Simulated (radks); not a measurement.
Initial-state core-level shifts of the dysprosium ion Dy3+ when its valence configuration changes from [Xe] 4f9. Method: scalar-relativistic Kohn-Sham, PBEsol, spin-polarised, spherical densities, point nucleus; open shells are filled with parallel spins first (spin-orbit coupling, left out, can overturn this in heavy ions); computed with a radial shooting solver on a logarithmic mesh with Libxc functionals. Shifts are changes of the shell-averaged eigenvalues in eV (positive: less bound).

[
 {"valence": "4f8 6s1", "3s": "-12.641", "4d": "-11.441", "5s": "-7.116", "5p": "-6.107"},
 {"valence": "4f8 5d1", "3s": "-9.326", "4d": "-8.125", "5s": "-3.968", "5p": "-3.196"},
 {"valence": "4f7 5d2", "3s": "-19.653", "4d": "-16.841", "5s": "-7.922", "5p": "-6.343"},
 {"valence": "4f7.5 6s1 6p0.5", "3s": "-20.118", "4d": "-18.142", "5s": "-11.332", "5p": "-9.769"},
 {"valence": "4f6.5 5d1 6s1 6p0.5", "3s": "-31.488", "4d": "-27.606", "5s": "-15.511", "5p": "-13.106"},
 {"valence": "4f5.5 5d2 6s1 6p0.5", "3s": "-43.951", "4d": "-37.706", "5s": "-19.708", "5p": "-16.431"},
 {"valence": "4f8.5 5d0.5", "3s": "-4.530", "4d": "-3.978", "5s": "-1.981", "5p": "-1.601"},
 {"valence": "4f7 6s2", "3s": "-26.896", "4d": "-24.034", "5s": "-14.615", "5p": "-12.538"},
 {"valence": "4f6 5d1.5 6s1 6p0.5", "3s": "-37.623", "4d": "-32.613", "5s": "-17.619", "5p": "-14.778"}
]
